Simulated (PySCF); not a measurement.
## Assigning NMR signals

Geometry:
```tsv
atom	x (Å)	y (Å)	z (Å)
Si1	3.083	-0.379	-0.430
S2	1.546	1.105	-0.509
C3	0.140	0.198	0.269
C4	-0.254	-1.052	-0.529
C5	-1.733	-1.433	-0.357
C6	-2.589	-0.187	-0.133
C7	-2.162	0.483	1.188
C8	-1.043	1.164	0.375
C9	-1.974	1.039	-0.852
H10	3.143	-0.986	0.937
H11	2.904	-1.484	-1.421
H12	4.355	0.340	-0.732
H13	0.463	-0.064	1.290
H14	0.405	-1.899	-0.277
H15	-0.068	-0.831	-1.591
H16	-2.066	-1.979	-1.255
H17	-1.873	-2.120	0.495
H18	-3.659	-0.398	-0.282
H19	-2.903	1.216	1.539
H20	-1.870	-0.168	2.028
H21	-0.707	2.165	0.688
H22	-2.685	1.877	-0.891
H23	-1.521	0.909	-1.847
```

- shieldings: GIAO PBE0/pcSseg-1
- coordinates at the PBE0-D3(BJ)/def2-SVP level
- program: PySCF 2.14
- relativity neglected, one averaged value for each set of equivalent atoms, no solvent model, a single conformation

References, each an isolated molecule treated in the same way: ¹³C, ¹H against TMS.

(1) Assign these signals to the numbered atoms. ¹³C{¹H} NMR (computed): δ 50.4 (CH), 43.9 (CH), 41.3 (CH2), 35.0 (CH), 31.7 (CH2), 31.2 (CH2), 26.4 (CH2).

(2) Assign these signals to the numbered atoms. ¹H NMR (400 MHz, computed): δ 4.59 (s, 3H), 2.85 (m, 1H), 2.25 (m, 1H), 2.15 (m, 1H), 2.13 (m, 1H), 1.90 (m, 1H), 1.83 (m, 1H), 1.81 (m, 1H), 1.80 (m, 1H), 1.79 (m, 1H), 1.53 (m, 1H), 0.94 (m, 1H).

## Answers

(1) 
50.4 → C3, sp3 CH bonded to S
43.9 → C8, sp3 CH in a ring: saturated and bonded to C and H only
41.3 → C7, sp3 CH2 in a ring: a saturated carbon with 2 carbon neighbours and no heteroatom attached
35.0 → C6, sp3 CH in a ring: saturated and bonded to C and H only
31.7 → C5, sp3 CH2 in a ring: saturated and bonded to C and H only
31.2 → C4, sp3 CH2 in a ring
26.4 → C9, sp3 CH2 in a ring

C5 and C4 lie closer than the usual error of such a calculation, so a measured spectrum could show them in the other order.

(2) 
| δ (ppm) | atoms | environment | reason |
| --- | --- | --- | --- |
| 4.59 | H10/H11/H12 | hydrogen on a silicon bonded to S | – |
| 2.85 | H13 | hydrogen on an sp3 CH bonded to S | – |
| 2.25 | H19 | hydrogen on an sp3 CH2 in a ring | – |
| 2.15 | H21 | hydrogen on an sp3 CH in a ring | – |
| 2.13 | H18 | hydrogen on an sp3 CH in a ring | – |
| 1.90 | H14 | hydrogen on an sp3 CH2 in a ring | – |
| 1.83 | H22 | hydrogen on an sp3 CH2 in a ring | far from electronegative atoms and π systems |
| 1.81 | H16 | hydrogen on an sp3 CH2 in a ring | – |
| 1.80 | H15 | hydrogen on an sp3 CH2 in a ring | – |
| 1.79 | H23 | hydrogen on an sp3 CH2 in a ring | far from electronegative atoms and π systems |
| 1.53 | H17 | hydrogen on an sp3 CH2 in a ring | – |
| 0.94 | H20 | hydrogen on an sp3 CH2 in a ring | – |

H19 and H21; H21 and H18; H14 and H22; H22 and H16; H16 and H15; H15 and H23 lie closer than the usual error of such a calculation, so a measured spectrum could show them in the other order.

Shifts are as computed. Against solution values, carbons near 30 ppm lie about +2 ppm off and those near 130 ppm about +5 ppm. Of 1313 compounds with measured shifts, 239 miss one by over three times the rms of a fit or turn the order of signals round; such compounds aren't used in these exercises. Multiplicities follow the n + 1 count of equivalent neighbours, as no J values were calculated; m marks all less simple cases, F and P coupling included.
